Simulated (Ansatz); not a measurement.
singlet silylene (H2Si), singlet, at a GFN2-xTB geometry; CAM-B3LYP/6-311G** in Ansatz (a program for electronic structure).

Input for Ansatz:
Ansatz 0.2 input:
```yaml
crystal:
  periodic: [false, false, false]
  atoms:
    - {symbol: Si, position_ang: [-0.00666824, -0.00277970, 0.12275926]}
    - {symbol: H, position_ang: [0.04778718, 1.13172388, -0.83406892]}
    - {symbol: H, position_ang: [0.04556812, -1.09280805, -0.88456070]}
basis:
  gaussian:
    orbitals: 6-311G__.json
hamiltonian:
  xc: cam_b3lyp
```
The basis file holds 6-311G** in the JSON format of the Basis Set Exchange.

Output, abridged:

```
Functional definition: CAM-B3LYP
328 factors; their error is unknown
111 factors; integrals over basis functions are off by at most 5.5e-5 eV
mean field evaluation 1: about -7907.9078 eV, gradient 6.8e0 eV
mean field evaluation 2: about -7908.0630 eV, gradient 1.3e0 eV
mean field evaluation 4: about -7908.0691 eV, gradient 4.9e-2 eV
mean field evaluation 8: about -7908.0769 eV, gradient 6.5e-4 eV
mean field -7908.07694453 eV, -290.6164674246 hartree, gradient 1.8e-5 eV, S^2 0.000000; 0 other end points of the search recorded, 0 dependent functions left out
reference -7908.07703687 eV, -290.6164708179 hartree; 8, 8 occupied and 31, 31 virtual orbitals, 328 factors
Total energy: -7908.07703687 eV, -290.6164708179 hartree
```
